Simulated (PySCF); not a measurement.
Excitations are Tamm–Dancoff values on a coarser integration grid. The basis has no diffuse functions, so Rydberg states are missing or too high.

Cartesian coordinates (Å):
SMILES: BNC#C
```xyz
8

B     -1.4737     0.2021     0.1841
N     -0.3327    -0.5220    -0.1864
C      0.9471    -0.0925    -0.1033
C      2.0786     0.2801    -0.0328
H     -1.3432     1.2996     0.6153
H     -2.5282    -0.3288     0.0451
H     -0.4306    -1.4571    -0.5549
H      3.0827     0.6185     0.0329
```
Charge 0, spin multiplicity 1.

Give the dipole moment, HOMO, S1–T1 gap (TDA), total energy, brightest of the four lowest singlets (TDA), S1 oscillator strength, T1 excitation (TDA) and LUMO at the level CAM-B3LYP-D3(BJ)/def2-TZVP (PySCF).


The dipole moment is 0.260 e·Å and the HOMO is -8.59 eV. The S1–T1 gap (TDA) is 1.30 eV and the total energy comes out as -158.1426 Ha. The brightest of the four lowest singlets (TDA) comes out as 6.10 eV. The S1 oscillator strength comes out as 0.217 and the T1 excitation (TDA) is 4.80 eV. The LUMO is 0.36 eV.
